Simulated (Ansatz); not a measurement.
Isolated molecules relaxed with PBE0-D4/def2-TZVP in Ansatz; ΔE leaves out vibrations. CCSD(T)/CBS adds triple-zeta CCSD(T) − MP2 to the extrapolated MP2 energy (def2 sets, frozen cores). This one scheme is used for every species. DFT in def2-TZVPP. B3LYP here is the variant with VWN-RPA as its local correlation; programs differ in this. Each species was taken in one conformer, which may not be the lowest.

Consider the cleavage of the Si–Si bond: `NC[SiH2][SiH3]` + CH₃NH₂ → `CN[SiH2]CN` + SiH₄.

```csv
level,ΔE (kJ/mol),difference from CCSD(T)/CBS
PBE-D4,-32.6,18.0
r2SCAN-D4,-45.2,5.4
PBE0-D4,-37.5,13.1
B3LYP-D4,-51.6,-1.0
ωB97X-V,-50.3,0.3
ωB97M-V,-56.1,-5.5
B2PLYP,-52.7,-2.1
PBE,-29.5,21.1
r2SCAN,-44.2,6.4
PBE0,-34.9,15.7
B3LYP,-46.9,3.7
HF/def2-TZVPP,-61.0,-10.4
MP2/def2-TZVPP,-59.4,-8.8
SCS-MP2/def2-TZVPP,-60.4,-9.8
CCSD/def2-TZVPP,-52.6,-2.0
CCSD(T)/def2-TZVPP,-51.4,-0.8
HF/def2-QZVPP,-61.7,-11.1
MP2/def2-QZVPP,-59.2,-8.6
SCS-MP2/def2-QZVPP,-60.1,-9.5
HF/CBS(def2),-61.9,-11.3
MP2/CBS(def2),-58.6,-8.0
CCSD/CBS(def2),-51.8,-1.2
CCSD(T)/CBS,-50.6,0
```

Largest T1 diagnostic among the species: 0.011.

The D4 term adds −4.7 kJ/mol with B3LYP and −2.6 kJ/mol with PBE0; it sums over pairs of atoms, weighted by their polarisabilities, and B3LYP, whose exchange is more repulsive, gets the larger term. From PBE to PBE0 (25 % exact exchange), in def2-TZVPP and without D4, ΔE moves by −5.4 kJ/mol.

CCSD(T)/CBS has its own doubt, a few kJ/mol and more with outer-core shells, so smaller differences from it don't rank the levels.
